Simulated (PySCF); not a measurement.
## Electrostatic potential from atomic charges

Species: `C([P@](O)(C=C)=O)(C(F)(F)F)(F)F`. Coordinates (GFN2-xTB, Å) and charges (e) from the PBE0/pcSseg-1 density (PySCF):

```csv
atom,x,y,z,Mulliken,IAO,Hirshfeld,ESP-fitted
C1,2.522,0.345,-0.196,-0.0816,-0.2359,-0.0451,-0.2300
C2,1.585,-0.338,0.438,-0.4733,-0.4369,-0.1026,-0.3097
P3,0.103,-0.825,-0.464,+1.1394,+1.6792,+0.4391,+0.8935
O4,-0.029,-0.533,-1.885,-0.5632,-0.8883,-0.3790,-0.5909
O5,-0.064,-2.363,-0.082,-0.4974,-0.7547,-0.2324,-0.5930
C6,-1.337,-0.065,0.514,+0.2350,+0.2795,+0.1036,+0.0452
F7,-1.143,-0.105,1.849,-0.2728,-0.2755,-0.0845,-0.1256
F8,-2.456,-0.778,0.259,-0.2760,-0.2751,-0.0864,-0.1230
C9,-1.515,1.383,0.061,+0.8226,+0.7837,+0.2375,+0.5350
F10,-2.104,1.450,-1.124,-0.2365,-0.2516,-0.0723,-0.1551
F11,-2.215,2.133,0.910,-0.2501,-0.2612,-0.0863,-0.1520
F12,-0.298,1.940,-0.051,-0.2662,-0.2782,-0.0747,-0.1886
H13,3.443,0.639,0.281,+0.1417,+0.1700,+0.0676,+0.1683
H14,2.380,0.632,-1.225,+0.1534,+0.1754,+0.0609,+0.1822
H15,1.661,-0.658,1.466,+0.1598,+0.1803,+0.0581,+0.1964
H16,-0.541,-2.848,-0.763,+0.2651,+0.3893,+0.1965,+0.4473
```

Points outside the species (Å): A (-7.5, -4.3, -3.3); B (-1.3, -6.8, -0.4); C (4.9, -2.4, -1.5).

**Question.** Find the potential V = 14.3996 V·Å × Σ q/r of each set of charges at these points.

**Answer.** In volts:

```json
{"point": "A", "nearest atom": "F8", "distance (Å)": "7.11", "Mulliken": "-0.064", "IAO": "-0.050", "Hirshfeld": "-0.031", "ESP-fitted": "-0.023"}
{"point": "B", "nearest atom": "H16", "distance (Å)": "4.04", "Mulliken": "+0.052", "IAO": "+0.129", "Hirshfeld": "+0.099", "ESP-fitted": "+0.173"}
{"point": "C", "nearest atom": "H13", "distance (Å)": "3.81", "Mulliken": "+0.267", "IAO": "+0.235", "Hirshfeld": "+0.115", "ESP-fitted": "+0.126"}
```

**Question.** How far are the other sets from the ESP-fitted one at these points?

**Answer.** Root-mean-square difference: Hirshfeld 0.044 V, IAO 0.070 V, Mulliken 0.110 V. The ESP scheme fits charges at the nuclei, held to the total charge, to the electrostatic potential on points at 1.4 to 2.0 times the van der Waals radii.

**Question.** What energy would a point charge of +2 e have at B in the field of the ESP charges, leaving out polarisation?

**Answer.** +0.346 eV = +33.4 kJ/mol, a repulsion.

Isolated species at its GFN2-xTB geometry (one conformer only).

The values belong to the conformer `[CH2:1]=[CH:2][P@@:3](=[O:4])([OH:5])[C:6]([F:7])([F:8])[C:9]([F:10])([F:11])[F:12]`: C1–C2–P3–O4 3°, C2–P3–C6–F7 -38°, P3–C6–C9–F10 76°, H–O5–P3–C2 -154°.
